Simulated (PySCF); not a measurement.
C3H8FN2Si (doublet state).
Z-matrix (Å and degrees, GFN2-xTB geometry), rows numbered from 1:
```
C 
C   1  1.4700
C   2  1.5666  1  111.22
N   3  1.4388  2  107.77  1   -98.69
Si  4  1.7064  3  114.31  2    -7.82
F   5  1.6102  4  113.34  3  -121.19
N   2  1.4528  1  113.14  3  -118.06
H   1  1.0725  2  119.55  3    83.19
H   1  1.0721  2  120.89  3   -89.88
H   2  1.0981  1  109.70  3   119.72
H   3  1.0962  2  108.99  1   141.81
H   3  1.0953  2  109.77  1    23.11
H   4  1.0027  3  115.82  2   155.26
H   5  1.4532  4  116.51  3   118.03
H   7  1.0057  2  113.29  1   -56.53
```

The hyperfine couplings belong to this conformer and change with its torsions.

As a line formula: `[CH2][C@@H]1CN[Si@@H](F)N1` [radical].

Method used: PySCF 2.14.0, UKS B3LYP, pcH-1 on C F H N Si, non-relativistic, mean-field spin-orbit, GIAO. The structure is a single GFN2-xTB conformer in the gas phase; no vibrational or solvent corrections. The geometry wasn't refined by DFT: couplings that depend on bond lengths, twists or pyramidal angles can differ widely from those at the functional's own minimum. The SCF solution wasn't tested for stability.

Principal values of hyperfine tensors in MHz (contact, dipolar and spin–orbit terms together), for some of the nuclei:

```csv
atom,isotope,A1,A2,A3
C3,13C,81.63,83.03,101.47
H9,1H,-100.79,-62.17,-23.00
H8,1H,-100.52,-61.95,-22.90
H10,1H,35.51,37.02,51.17
C2,13C,-34.62,-33.40,-30.41
H11,1H,11.23,13.17,20.36
F6,19F,7.16,7.35,13.26
H13,1H,3.54,3.64,7.45
```

Q: Split each tensor into its isotropic and traceless parts, and turn a_iso into mT with g = 2.0025.

A: a_iso = (A1 + A2 + A3)/3, Ti = Ai − a_iso; 1 mT corresponds to 28.028 MHz. The tensors hold a spin–orbit part: the run splits a_iso into a_FC + a_SO, and T includes its anisotropic share.

```
atom  a_iso (MHz)    a_FC   a_SO  a_iso (mT)      T1     T2     T3
  C3        88.71   88.72  -0.01       3.165   -7.08  -5.68  12.77
  H9       -61.99  -62.00   0.01      -2.212  -38.81  -0.19  38.99
  H8       -61.79  -61.81   0.01      -2.205  -38.72  -0.16  38.89
 H10        41.23   41.23   0.00       1.471   -5.73  -4.21   9.94
  C2       -32.81  -32.82   0.01      -1.171   -1.81  -0.59   2.40
 H11        14.92   14.92   0.00       0.532   -3.69  -1.75   5.44
  F6         9.25    9.24   0.02       0.330   -2.09  -1.91   4.00
 H13         4.87    4.87   0.00       0.174   -1.34  -1.24   2.57
```

Q: What spin density at the nucleus of H10 lies behind its contact coupling (g_N = 5.58569)?

A: a_FC = 800.24 MHz bohr³ × g_N × ρ(0)/(2S). With a_FC = 41.23 MHz and 2S = 1, ρ(0) = 0.009225 bohr⁻³. In magnitude that is 2.9 % of the 1/π = 0.318 of a free hydrogen atom.

Q: C1 (13C, g_N = 1.40482) isn't in the table. Its spin density at the nucleus is 0.08277 bohr⁻³. What is its contact coupling?

A: By the same relation, a_FC = 93.0 MHz. The spin–orbit term adds -0.10 MHz. Its full tensor has the principal values 12.71, 13.33, 252.81 MHz.

Q: In a single crystal, with the field along each principal axis of the tensor of H8 in turn, what first-order splitting does this nucleus give (isotropic g, quadrupole terms neglected)?

A: 2 lines (I = 1/2), spaced by |A_i|/(g × 13.996): 3.59, 2.21, 0.82 mT along the axes of A1, A2 and A3.

Hardware: one thread, Arm Neoverse V1 (aarch64), shared host with 32 logical CPUs at a one-minute load of 49. Cost: 82 s (grids of density and orbitals included), 0.97 GiB resident at most.
